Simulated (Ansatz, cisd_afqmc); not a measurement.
System: CH6Ge, charge 0, singlet. CH6Ge (methylgermane, SMILES [GeH3][CH3]).
B3LYP-D3(BJ)/def2-TZVP minimum from Ansatz (an electronic-structure program):
```
Ge
H 1 1.5406
H 1 1.5406 2 108.57
H 1 1.5406 2 108.57 3 -117.86
C 1 1.9658 2 110.36 4 -121.07
H 5 1.0895 1 110.20 2 -60.00
H 5 1.0895 6 108.73 1 -120.89
H 5 1.0895 6 108.73 7 -118.23
```

Total energies in cc-pVTZ, 14 correlated electrons, 15 frozen orbitals. Radicals and triplets start from unrestricted determinants; spin-orbit coupling is neglected. Correlated methods leave the cores frozen (noble-gas shells, and filled d and f shells in the p block). No relativity. The Monte Carlo rows (phaseless AFQMC, CISD trial, step 0.005/hartree) carry one-sigma bars that omit the constraint's bias. Outlying blocks are dropped, and bars are widened where a walk drifts. Over all cases where full CI ran beside it in this data, AFQMC minus full CI had a median of +0.1 mEh and passed +0.4 mEh in a tenth of the cases.

The bar of a AFQMC/CISD walk is widened from 0.24 to 0.31 mEh, since its error had not levelled off in the blocking analysis.

| method | program | energy (Eh) | minus CCSDT(Q) (mEh) |
|---|---|---|---|
| HF | Ansatz | -2116.77560 | 364.22 |
| MP2 | Ansatz | -2117.08945 | 50.37 |
| CCSD | Ansatz | -2117.12737 | 12.45 |
| CCSD(T) | Ansatz | -2117.13856 | 1.25 |
| CCSDT(Q) | Ansatz | -2117.13982 | 0.00 |
| AFQMC/CISD | cisd_afqmc | -2117.1394 ± 0.0004 | 0.4 ± 0.4 |

Rough core times of Ansatz's runs on a shared machine: CCSD(T) under 20 s, CCSDT(Q) 50 min.
